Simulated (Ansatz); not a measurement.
Diphenyliodonium cyclic bis(sulfonyl)imide, `O=S1(=O)[N-]S(=O)(=O)C(F)(F)C(F)(F)C1(F)F.c1ccc([I+]c2ccccc2)cc1`, relaxed as a singlet with RKS PBE-D4/def2-SVP in Ansatz, starting from the GFN2-xTB geometry. Force threshold 0.03 eV/Å.

In the def2 sets I takes a core potential; there is no spin–orbit coupling. Single mean-field runs in def2-SVP are fitted with def2-universal-jkfit.

Start:

Cartesian coordinates in Å:
```
O 0.643 -1.058 2.295
S -0.454 -1.074 1.373
O -1.766 -0.974 1.905
N -0.089 -0.114 0.186
S -1.107 0.082 -1.003
O -0.538 0.983 -1.951
O -2.462 0.269 -0.619
C -0.960 -1.645 -1.755
F -1.718 -1.759 -2.861
F 0.327 -1.770 -2.156
C -1.320 -2.734 -0.740
F -2.582 -2.529 -0.314
F -1.332 -3.959 -1.332
C -0.388 -2.737 0.478
F -0.721 -3.733 1.321
F 0.892 -2.962 0.106
C 3.282 -0.725 -2.268
C 3.312 -1.374 -1.045
C 2.892 -0.722 0.103
C 2.451 0.578 -0.022
I 1.759 1.584 1.732
C -0.316 2.081 1.689
C -1.104 1.656 2.736
C -2.464 1.914 2.665
C -2.994 2.572 1.569
C -2.169 3.002 0.542
C -0.805 2.768 0.596
C 2.430 1.262 -1.220
C 2.847 0.587 -2.355
H 3.601 -1.246 -3.158
H 3.646 -2.398 -0.976
H 2.879 -1.221 1.059
H -0.684 1.118 3.571
H -3.106 1.569 3.459
H -4.057 2.744 1.509
H -2.582 3.507 -0.318
H -0.161 3.081 -0.210
H 2.092 2.283 -1.285
H 2.826 1.095 -3.306
```

Estimate the energy that the relaxation releases and the steps that it takes.

127.7 kJ/mol, in 33 steps; 3.4 min on 2 threads of AMD EPYC 7R13 on a shared host and a share (18 GiB) of an NVIDIA H100 80GB HBM3. The force fell under the threshold at step 11, but the optimiser went on and released 0.029 eV more. No frequencies were taken in this run, so the end may be a saddle point.

Does the start keep its bonding?

By distances, no bond broke or formed. The bond that changes most is S2–N4, from 1.57 to 1.63 Å (atoms count from 1).

Predict the relaxed structure.


Cartesian coordinates in Å:
```
O 0.492 -1.300 2.068
S -0.644 -1.216 1.117
O -2.028 -1.212 1.642
N -0.258 -0.064 0.025
S -1.239 0.206 -1.253
O -0.557 1.207 -2.111
O -2.685 0.358 -0.975
C -1.124 -1.456 -2.170
F -2.008 -1.457 -3.190
F 0.127 -1.594 -2.680
C -1.428 -2.677 -1.249
F -2.731 -2.636 -0.897
F -1.212 -3.809 -1.982
C -0.567 -2.786 0.046
F -1.011 -3.834 0.771
F 0.724 -3.019 -0.305
C 2.972 -1.159 -1.438
C 3.124 -1.195 -0.045
C 2.913 -0.041 0.722
C 2.562 1.120 0.029
I 2.120 2.866 1.185
C 0.032 2.596 1.549
C -0.336 1.835 2.662
C -1.701 1.547 2.809
C -2.630 2.005 1.864
C -2.216 2.772 0.766
C -0.859 3.079 0.586
C 2.390 1.201 -1.355
C 2.609 0.028 -2.089
H 3.106 -2.081 -2.023
H 3.366 -2.137 0.469
H 2.975 -0.078 1.816
H 0.401 1.424 3.363
H -2.026 0.909 3.643
H -3.688 1.724 1.962
H -2.941 3.090 0.005
H -0.522 3.623 -0.306
H 2.049 2.117 -1.854
H 2.447 0.044 -3.176
```
Bond lengths: 14 × C–C 1.40 to 1.56 Å; 6 × C–F 1.35 to 1.37 Å; 4 × O–S 1.48 Å; 2 × N–S 1.63 Å; 2 × C–I 2.14 Å; 2 × C–S 1.90 Å; 10 × C–H 1.10 Å.
